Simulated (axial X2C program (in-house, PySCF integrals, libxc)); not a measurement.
**What spin–orbit coupling does to InO**

Computed with an axial X2C code built on PySCF integrals. Spin-free means the one-electron spin-free X2C Hamiltonian; two-component (2c) means X2C with spin–orbit coupling and atomic mean-field two-electron Coulomb and Gaunt terms, so the difference of the two also holds small scalar two-electron terms. Basis: In dyall-cv3z [11s12p9d4f1g], O dyall-av3z [7s6p3d2f] (cores contracted in-house); Gaussian nuclei, density fitting, unrestricted open shells. Masses: In 114.904 u, O 15.995 u.

Spin-free state: M_S = 1/2, Λ = 0 (beyond evenly filled blocks: σα); fragments In + O.

```json
{"level": "PBE0", "Re (Å)": "1.922", "ωe (cm⁻¹)": "587.0", "De (eV)": "3.480", "μ (D)": "-4.25"}
{"level": "M06", "Re (Å)": "1.963", "ωe (cm⁻¹)": "540.2", "De (eV)": "3.502", "μ (D)": "-4.10"}
```

Dipoles are positive if O is the positive end.

Two-component determinant lowest at the distance of the search:

Ω = 1/2 (⟨Sz⟩ = 0.50, ⟨Lz⟩ = 0.00 at PBE0); fragments In + O.

```json
{"level": "PBE0", "Re (Å)": "1.922", "ωe (cm⁻¹)": "587.2", "μ (D)": "-4.25"}
{"level": "M06", "Re (Å)": "1.963", "ωe (cm⁻¹)": "540.2", "μ (D)": "-4.09"}
```

**Question.** From the two tables, how do the constants change at the PBE0 level (2c against spin-free)?

**Answer.** At the PBE0 level Re is unchanged within 0.001 Å and ωe stays the same within 0.2 cm⁻¹.

One determinant describes the state; a PBE0 search over occupations chose it and may have missed a lower one. De is counted from the lowest determinant-based energies of the atoms at the same level, without counterpoise correction. De is not given where an atomic determinant may have missed its ground term or J level, or where the truncated virtual space spoils (T). Density functionals use the spin component along the axis (collinear). PBE0 can misorder states that lie within some tenths of an eV, so this need not be the ground state of the molecule. The nearest other spin-free determinant of the search, M_S = 1/2, Λ = 1, lies 0.33 eV up at the distance of the search. The functionals have no current-density term, which raises determinants with orbital currents, atoms included.
